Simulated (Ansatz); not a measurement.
Computed with Ansatz on PBE0-D4/def2-TZVP structures; ΔE is electronic, products minus reactants. CCSD(T)/CBS is the MP2 limit (def2-TZVPP, def2-QZVPP) plus CCSD(T) − MP2 in def2-TZVPP, frozen cores. Functionals use def2-TZVPP. Each species was taken in one conformer, which may not be the lowest.

`CNC([SiH3])S` → `CNCS[SiH3]`  (isomerisation)

```csv
level,ΔE (kJ/mol)
PBE-D4,-76.0
r2SCAN-D4,-79.9
PBE0-D4,-75.7
SCS-MP2/def2-QZVPP,-72.4
```

What does CCSD(T)/CBS give? (Estimate.)

The calculation gave: -71.0 kJ/mol. The listed levels differ from it by -5.0, -8.9, -4.7, -1.4 kJ/mol.

Largest T1 diagnostic among the species: 0.011.

In def2-TZVPP, CCSD(T) changes the Hartree–Fock value by +11.7 kJ/mol (the triples alone add +0.3 kJ/mol) and MP2 by +9.6 kJ/mol. The D4 term adds +4.1 kJ/mol with B3LYP and +2.2 kJ/mol with PBE0; it sums over pairs of atoms, weighted by their polarisabilities, and B3LYP, whose exchange is more repulsive, gets the larger term.

B3LYP here is the variant with VWN-RPA as its local correlation; programs differ in this.
